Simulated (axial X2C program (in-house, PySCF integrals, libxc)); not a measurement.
# RuSi: from the spin-free to the two-component result

Computed with an in-house relativistic program for diatomic molecules. Spin-free means the one-electron spin-free X2C Hamiltonian; two-component (2c) means X2C with spin–orbit coupling and atomic mean-field two-electron Coulomb and Gaunt terms, so the difference of the two also holds small scalar two-electron terms. Basis: Ru dyall-cv3z [12s12p8d5f3g], Si dyall-v3z [8s7p2d1f] (cores contracted in-house); Gaussian nuclei, density fitting, unrestricted open shells. Masses: Ru 101.904 u, Si 27.977 u.

Spin-free state: M_S = 1, Λ = 2 (beyond evenly filled blocks: σα, δ+α, δ+β, δ-α); fragments Ru + Si.

```
level  Re (Å)  ωe (cm⁻¹)  De (eV)  μ (D)
 PBE0   2.086      485.3    3.542  -1.28
 TPSS   2.101      504.8    4.107  -1.26
```

Dipoles are positive if Si is the positive end.

Two-component determinant lowest at the distance of the search:

Ω = 3 (⟨Sz⟩ = 1.00, ⟨Lz⟩ = 2.00 at PBE0); fragments Ru + Si.

```
level  Re (Å)  ωe (cm⁻¹)  μ (D)
 PBE0   2.086      484.5  -1.29
 TPSS   2.102      504.1  -1.28
```

(1) From the two tables, how do the constants change at the PBE0 level (2c against spin-free)?

The state is a single determinant with fixed occupations, the lowest that a limited PBE0 search found. Dissociation energies refer to the lowest single-determinant-based atoms at the same level and basis. De is not given where an atomic determinant may have missed its ground term or J level, or where the truncated virtual space spoils (T). Density functionals use the spin component along the axis (collinear). Other states lie close and PBE0, whose exact exchange favours high spin, may order them wrongly; the determinant shown need not be the ground state. The nearest other spin-free determinant of the search, M_S = 1, Λ = 0, lies 0.38 eV up at the distance of the search. Without a current term, density functionals place determinants with orbital angular momentum somewhat too high. With several unpaired electrons one determinant need not be a pure state. The determinant is spin-polarised beyond a pure state at some levels (its spin-free form has ⟨S²⟩ too high), which makes Re and μ there less reliable.

Results:

(1) At the PBE0 level Re is unchanged to within 0.001 Å and ωe falls by 0.8 cm⁻¹.
